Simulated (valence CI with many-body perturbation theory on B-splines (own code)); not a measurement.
# Te20+: calculated level list

Level of theory: relativistic CI+MBPT: four valence electrons over a frozen Dirac-Fock core [Ar] 3d10, radial functions for each j: 11 s, 11 p, 10 d, 8 f, 5 g, 2 h, with the one-electron correlation potential Σ1, the two-electron term Σ2, the three-electron term Σ3, Breit, model QED; selected CI, second order for the rest, scaled by the run's own slope (own B-spline code, finite nucleus).

No measured levels were compared; by estimate levels hold to about 250 cm⁻¹ or 0.2 % of their energy and the worst to 1 %, as in measured heavy ions of charge 2 to 7; those with d or f electrons hold less well. Among the levels kept, up to 500 cm⁻¹ of a level comes from second order outside the variational space, and about a tenth of that is noise between levels of different J, which matters for small intervals.

Levels 136 to 180 of 185, with energies above the lowest level, 4s2 4p2 3P_0. "Leading %" is the weight of the configuration and term that name the level; weights of strongly mixed levels are sums over their largest components and can fall short. In the jj column 3d3/2^4 stands for four electrons in 3d with j = 3/2.

```tsv
No.	Configuration	Term	J	E (cm⁻¹)	Leading %	g	Second component	Leading jj
136	4p3 4d	3D°	2	1806300	28	0.987	27 % 4p3 4d 3F°	4p1/2 4p3/2^2 4d5/2 (44 %)
137	4p3 4d	3S°	1	1808500	46	1.626	23 % 4p3 4d 1P°	4p1/2 4p3/2^2 4d5/2 (60 %)
138	4p3 4d	3F°	3	1814800	42	1.111	14 % 4p3 4d 3D°	4p1/2 4p3/2^2 4d5/2 (54 %)
139	4p3 4d	1F°	3	1819100	44	1.142	22 % 4p3 4d 3D°	4p1/2 4p3/2^2 4d5/2 (50 %)
140	4s 4p 4d2	5G°	4	1823000	53	1.190	20 % 4s 4p2 4f 5G°	4s 4p1/2 4d3/2 4d5/2 (40 %)
141	4p3 4d	1D°	2	1840000	19	1.062	10 % 4p3 4d 3D°	4p1/2 4p3/2^2 4d5/2 (46 %)
142	4s 4p2 4f	5D°	4	1840300	23	1.305	19 % 4s 4p 4d2 5G°	4s 4p1/2^2 4f7/2 (40 %)
143	4s 4p 4d2	5G°	3	1841600	15	1.182	12 % 4s 4p2 4f 5F°	4s 4p1/2 4d3/2 4d5/2 (42 %)
144	4s 4p2 4f	5G°	2	1845600	18	0.889	12 % 4s 4p 4d2 5G°	4s 4p1/2 4d3/2 4d5/2 (38 %)
145	4p3 4d	3D°	1	1852000	29	0.893	20 % 4p3 4d 1P°	4p1/2 4p3/2^2 4d3/2 (54 %)
146	4s 4p 4d2	5G°	5	1855500	62	1.259	15 % 4s 4p2 4f 5G°	4s 4p1/2 4d5/2^2 (28 %)
147	4s 4p2 4f	3G°	3	1856600	18	1.056	10 % 4s 4p2 4f 5G°	4s 4p1/2^2 4f7/2 (30 %)
148	4s 4p 4d2	5D°	0	1857000	92			4s 4p1/2 4d3/2^2 (48 %)
149	4s 4p 4d2	5D°	1	1857100	65	1.330	11 % 4s 4p 4d2 3D°	4s 4p1/2 4d3/2 4d5/2 (73 %)
150	4s 4p 4d2	5D°	2	1860100	30	1.024	24 % 4s 4p2 4f 5G°	4s 4p1/2 4d3/2 4d5/2 (40 %)
151	4p3 4d	3F°	4	1862600	46	1.195	11 % 4p3 4d 5D°	4p3/2^3 4d5/2 (66 %)
152	4s 4p 4d2	5F°	1	1874700	39	1.010	23 % 4s 4p 4d2 5P°	4s 4p1/2 4d3/2^2 (37 %)
153	4p3 4d	3P°	2	1876600	40	1.283	16 % 4p3 4d 1D°	4p3/2^3 4d5/2 (72 %)
154	4s 4p 4d2	3H°	4	1877900	27	1.082	10 % 4s 4p 4d2 5D°	4s 4p1/2 4d5/2^2 (31 %)
155	4p3 4d	3P°	0	1879100	74		10 % 4s 4p 4d2 3P°	4p3/2^3 4d3/2 (74 %)
156	4s 4p 4d2	5D°	3	1880800	18	1.094	16 % 4s 4p2 4f 3G°	4s 4p1/2 4d3/2 4d5/2 (26 %)
157	4s 4p 4d2	5D°	1	1881600	23	1.285	18 % 4s 4p 4d2 5P°	4s 4p1/2 4d3/2^2 (33 %)
158	4s 4p 4d2	5D°	2	1885100	26	1.254	21 % 4s 4p 4d2 5F°	4s 4p1/2 4d3/2 4d5/2 (32 %)
159	4s 4p 4d2	3H°	4	1887300	26	1.112	15 % 4s 4p 4d2 5D°	4s 4p1/2 4d3/2 4d5/2 (30 %)
160	4s 4p 4d2	5P°	1	1889300	26	1.606	17 % 4p3 4d 3P°	4p3/2^3 4d3/2 (38 %)
161	4s 4p 4d2	3F°	2	1890900	34	0.874	13 % 4s 4p 4d2 5F°	4s 4p1/2 4d3/2 4d5/2 (23 %)
162	4s 4p 4d2	3H°	5	1890900	28	1.132	20 % 4s 4p 4d2 3G°	4s 4p1/2 4d3/2 4d5/2 (38 %)
163	4s 4p 4d2	5F°	3	1897900	15	1.267	15 % 4s 4p 4d2 5D°	4s 4p1/2 4d3/2 4d5/2 (38 %)
164	4s 4p 4d2	5G°	6	1898500	45	1.301	36 % 4s 4p2 4f 5G°	4s 4p1/2 4p3/2 4f7/2 (40 %)
165	4p3 4d	3D°	3	1901700	24	1.173	22 % 4p3 4d 1F°	4p3/2^3 4d5/2 (37 %)
166	4s 4p2 4f	3D°	2	1902800	18	1.071	12 % 4p3 4d 1D°	4p3/2^3 4d3/2 (36 %)
167	4p3 4d	1F°	3	1908000	14	1.100	13 % 4s 4p2 4f 5G°	4s 4p1/2 4p3/2 4f5/2 (22 %)
168	4s 4p2 4f	5G°	5	1908900	36	1.277	23 % 4s 4p2 4f 5F°	4s 4p1/2 4p3/2 4f7/2 (61 %)
169	4p3 4d	1F°	3	1911300	18	1.131	14 % 4s 4p 4d2 5D°	4s 4p1/2 4d3/2 4d5/2 (16 %)
170	4s 4p2 4f	5G°	4	1912700	39	1.199	9 % 4s 4p 4d2 5F°	4s 4p1/2 4p3/2 4f5/2 (47 %)
171	4s 4p 4d2	3D°	1	1913400	42	0.540	14 % 4s 4p2 4f 5F°	4s 4p1/2 4p3/2 4f5/2 (18 %)
172	4s 4p 4d2	5P°	2	1913600	46	1.685	21 % 4s 4p 4d2 5D°	4s 4p1/2 4d3/2 4d5/2 (55 %)
173	4s 4p 4d2	5F°	4	1919500	18	1.279	15 % 4s 4p2 4f 5F°	4s 4p1/2 4d3/2 4d5/2 (29 %)
174	4s 4p 4d2	5F°	3	1919600	30	1.222	18 % 4s 4p2 4f 5D°	4s 4p1/2 4p3/2 4f5/2 (24 %)
175	4s 4p2 4f	5F°	2	1920000	30	1.142	22 % 4s 4p2 4f 5D°	4s 4p1/2 4p3/2 4f5/2 (40 %)
176	4s 4p2 4f	5F°	1	1920900	38	0.566	22 % 4s 4p2 4f 5D°	4s 4p1/2 4p3/2 4f5/2 (62 %)
177	4s2 4p 5s	3P°	0	1921500	98			4s^2 4p1/2 5s (98 %)
178	4s2 4p 5s	3P°	1	1924900	69	1.352	29 % 4s2 4p 5s 1P°	4s^2 4p1/2 5s (98 %)
179	4s 4p 4d2	3G°	3	1926500	27	0.957	6 % 4s 4p 4d2 3F°	4s 4p1/2 4d3/2 4d5/2 (29 %)
180	4s 4p 4d2	3D°	2	1928100	22	1.162	7 % 4s 4p 4d2 1D°	4s 4p1/2 4d5/2^2 (22 %)
```

Names give the largest LS component (configuration and term), which can be under half, so a name can repeat, a term be missing and a line seem to break the LS rules; names also repeat where a configuration has a term twice.

Where two levels of one J and parity lie close, their mixing, g and order are uncertain.
